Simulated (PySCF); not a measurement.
Level of theory: TPSSh-D3(BJ)/def2-TZVP // PBE0-D3(BJ)/def2-TZVP (PySCF). Gas-phase values, no solvent. One relaxed conformer stands for a flexible species; it need not be the lowest. Delta-SCF ions had no search for a lower state. Excitations are Tamm–Dancoff values on a coarser integration grid. The basis has no diffuse functions, so Rydberg states are missing or too high.

Reference species (SMILES): `C[SiH](C)C` (neutral, multiplicity 1).

The S1–T1 gap (TDA) is 0.22 eV and the T1 excitation (TDA) is 8.05 eV. The HOMO–LUMO gap is 8.72 eV and the vertical ionisation energy (Delta-SCF) is 10.34 eV.

Changed species: `[SiH3]CCC` (C–C–C–Si torsion 180°).

Q: What does the change do to the S1–T1 gap (TDA), T1 excitation (TDA), HOMO–LUMO gap and vertical ionisation energy (Delta-SCF)?

A: the S1–T1 gap (TDA) goes up by 0.28 eV, to 0.50 eV; the T1 excitation (TDA) falls by 0.62 eV, to 7.43 eV; the HOMO–LUMO gap decreases by 0.43 eV, to 8.29 eV; the vertical ionisation energy (Delta-SCF) falls by 0.04 eV, to 10.30 eV.
